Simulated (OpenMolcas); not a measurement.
## Pt5+ in a point-charge field

Pt5+ among 6 point charges of -1.5 e arranged as a tetragonal octahedron (D4h), 2.17 Å from the ion, with the axial distance 2.105 Å.
```
   2.1700    0.0000    0.0000  -1.50
   0.0000    2.1700    0.0000  -1.50
  -2.1700    0.0000    0.0000  -1.50
   0.0000   -2.1700    0.0000  -1.50
   0.0000    0.0000    2.1049  -1.50
   0.0000    0.0000   -2.1049  -1.50
```

```
Program             : OpenMolcas 26.06
Method              : SS-CASPT2, IPEA 0.25 Eh, imaginary shift 0.1 Eh (closed shells correlated: 5s 5p)
Basis               : ANO-RCC-VTZP [8s7p5d3f1g]
Scalar Hamiltonian  : DKH2, point nucleus
Active space        : 5 electrons in 5 orbitals (5d)
State averaging     : 2S+1 = 6 even, 1 root; 2S+1 = 4 even, 24 roots; 2S+1 = 2 even, 75 roots
Spin-orbit coupling : RASSI with atomic mean-field integrals over the reference wave functions
```

The lowest spin-free states (labels of D4, the rotations of D4h), above the lowest:

```json
{"State": "6A1", "Degeneracy": "1", "E (cm-1)": "0", "Free-ion L (%)": "S (100)"}
{"State": "4E", "Degeneracy": "2", "E (cm-1)": "25300", "Free-ion L (%)": "G (79)"}
{"State": "4A2", "Degeneracy": "1", "E (cm-1)": "25600", "Free-ion L (%)": "G (81)"}
{"State": "4B2", "Degeneracy": "1", "E (cm-1)": "25990", "Free-ion L (%)": "G (96)"}
{"State": "4E", "Degeneracy": "2", "E (cm-1)": "26300", "Free-ion L (%)": "G (98)"}
{"State": "4B1", "Degeneracy": "1", "E (cm-1)": "26640", "Free-ion L (%)": "G (100)"}
{"State": "4A1", "Degeneracy": "1", "E (cm-1)": "26830", "Free-ion L (%)": "G (100)"}
{"State": "4A1", "Degeneracy": "1", "E (cm-1)": "26980", "Free-ion L (%)": "G (100)"}
{"State": "4B2", "Degeneracy": "1", "E (cm-1)": "30680", "Free-ion L (%)": "D (93)"}
{"State": "4E", "Degeneracy": "2", "E (cm-1)": "31320", "Free-ion L (%)": "D (75)"}
{"State": "4B1", "Degeneracy": "1", "E (cm-1)": "31560", "Free-ion L (%)": "D (100)"}
{"State": "4A1", "Degeneracy": "1", "E (cm-1)": "32070", "Free-ion L (%)": "D (100)"}
{"State": "4E", "Degeneracy": "2", "E (cm-1)": "33400", "Free-ion L (%)": "P (63)"}
{"State": "4A2", "Degeneracy": "1", "E (cm-1)": "33540", "Free-ion L (%)": "P (81)"}
{"State": "2E", "Degeneracy": "2", "E (cm-1)": "36980", "Free-ion L (%)": "I (72)"}
{"State": "2B2", "Degeneracy": "1", "E (cm-1)": "37140", "Free-ion L (%)": "I (74)"}
{"State": "2B1", "Degeneracy": "1", "E (cm-1)": "37940", "Free-ion L (%)": "I (85)"}
{"State": "2E", "Degeneracy": "2", "E (cm-1)": "38110", "Free-ion L (%)": "I (88)"}
{"State": "2A2", "Degeneracy": "1", "E (cm-1)": "38290", "Free-ion L (%)": "I (89)"}
{"State": "2B2", "Degeneracy": "1", "E (cm-1)": "38430", "Free-ion L (%)": "I (92)"}
```

The lowest levels with spin-orbit coupling:

```
E (cm-1)  Degeneracy  Label      2S+1               g
       0           2   E3/2  6 (80 %)  3.84 3.84 5.18
      82           2   E3/2  6 (80 %)  1.36 3.86 3.86
     220           2   E1/2  6 (82 %)  1.92 5.75 5.75
   17040           2   E3/2  4 (50 %)  1.56 2.04 2.04
   18870           2   E3/2  4 (57 %)  2.25 2.25 3.50
   19640           2   E1/2  4 (57 %)  1.51 3.06 3.06
   24910           2   E1/2  4 (85 %)  0.28 0.28 6.27
   25090           2   E3/2  4 (85 %)  1.80 1.80 4.30
   25300           2   E1/2  4 (86 %)  1.17 2.62 2.62
   25390           2   E3/2  4 (87 %)  1.49 1.49 3.81
   25400           2   E3/2  4 (84 %)  1.11 1.11 1.77
   25980           2   E1/2  4 (85 %)  1.05 4.32 4.32
   26970           2   E3/2  4 (82 %)  2.41 2.41 2.70
   27100           2   E3/2  4 (73 %)  2.78 2.78 5.39
   27170           2   E1/2  4 (80 %)  1.54 1.54 5.64
   27460           2   E1/2  4 (78 %)  0.33 0.33 8.08
   27630           2   E1/2  4 (78 %)  0.96 0.96 3.65
   27740           2   E3/2  4 (77 %)  1.07 1.07 2.68
   28170           2   E3/2  4 (78 %)  0.38 0.38 4.84
   28390           2   E1/2  4 (85 %)  0.22 0.22 3.56
```

Powder χT (cm3 K/mol): 1.83 at 2 K, 2.08 at 10 K, 3.09 at 50 K, 3.57 at 100 K, 3.84 at 200 K, 3.92 at 300 K. The effective moment at 300 K is 2.828 √(χT) = 5.60 μB.

Point charges give a weaker field than real ligands, and real ions of this kind are as a rule low spin; the high spin found here belongs to the model. Free-ion shares, where given, are those of the reference states; single-state CASPT2 does not remix them. Point charges carry no covalency, so the field is a model and not that of real ligands. No measured value stands beside these numbers.
